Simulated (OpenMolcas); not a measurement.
## Ionisation energies of lead

```yaml
Program: OpenMolcas 26.06
Basis: ANO-R3 [9s8p6d3f2g1h]
Scalar_Hamiltonian: X2C, finite nucleus
Spin-orbit_coupling: RASSI with atomic mean-field integrals over the reference wave functions, term energies averaged over their components
```

Active shells in each charge state: the valence s, p shells, with orbitals averaged over the low states. Where CASPT2's correlated closed shells are named, they are those of the first ion.

A. CASSCF
B. SS-CASPT2, IPEA 0.25 Eh, imaginary shift 0.1 Eh (closed shells correlated: 4f 5s 5p 5d)

Energies in eV between the lowest computed levels (charge -1 gives the electron affinity), named as in B; reference values from the NIST Atomic Spectra Database with their kind.

| From | To | A | B | Spin-orbit share in B | Reference |
| --- | --- | --- | --- | --- | --- |
| Pb- 6s2 6p3 4S* 3/2 | Pb 6s2 6p2 3P0 | -0.355 | 0.141 | -0.989 |  |
| Pb 6s2 6p2 3P0 | Pb+ 6s2 6p 2P* 1/2 | 6.539 | 7.174 | +0.173 | 7.417 (measured) |
| Pb+ 6s2 6p 2P* 1/2 | Pb2+ 6s2 1S0 | 13.841 | 14.838 | +1.043 | 15.032 (measured) |
| Pb2+ 6s2 1S0 | Pb3+ 6s 2S 1/2 | 30.475 | 31.853 | +0.000 | 31.937 (measured) |
| Pb3+ 6s 2S 1/2 | Pb4+ 5d10 1S0 | 40.515 | 42.464 | +0.000 | 42.333 (measured) |

Error against the reference values, in %:

| From | Reference | A | B |
| --- | --- | --- | --- |
| Pb | measured | -11.8 | -3.3 |
| Pb+ | measured | -7.9 | -1.3 |
| Pb2+ | measured | -4.6 | -0.3 |
| Pb3+ | measured | -4.3 | +0.3 |

Mean absolute error over the 4 measured values: A 1.34 eV, B 0.16 eV. B lies closest.

No diffuse functions were added, so the electron affinity comes out too small, and without dynamic correlation a bound anion can come out unbound.

* marks odd parity.
